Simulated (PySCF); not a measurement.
## MGe for M along group 13

PBE with double-zeta basis sets in PySCF, for the lowest determinant that a PBE0 search found; no spin–orbit coupling. De refers to high-spin ground-configuration atoms. A positive dipole means M(−)Ge(+).

| M | basis | state (unpaired electrons) | Re (Å) | ωe (cm⁻¹) | De (eV) | μ (D) |
| --- | --- | --- | --- | --- | --- | --- |
| B | x2c-SVPall | quartet (σ ↑, π ↑↑) | 1.999 | 627 | 3.54 | 0.97 |
| Al | x2c-SVPall | quartet (σ ↑, π ↑↑) | 2.481 | 299 | 2.65 | -0.86 |
| Ga | cc-pVDZ-PP | quartet (σ ↑, π ↑↑) | 2.515 | 208 | 2.50 | -1.06 |
| In | def2-SVP | quartet (σ ↑, π ↑↑) | 2.695 | 173 | 2.37 | -1.64 |
| Tl | def2-SVP | quartet (σ ↑, π ↑↑) | 2.760 | 149 | 2.28 | -2.04 |

Problem. By what factor does the bond length vary along the series?

Solution. At PBE it runs from 1.999 Å (GeB) to 2.760 Å (TlGe), a factor of 1.38.

The rows differ in basis set, which adds steps of its own.

Down a group the atoms grow and get heavier, so bonds lengthen and wavenumbers fall; this series shows no clear exception.

These are scalar-relativistic numbers at best; spin–orbit coupling would shift them, the dissociation energy most. States were picked by a PBE0 search and need not be the measured ground states.
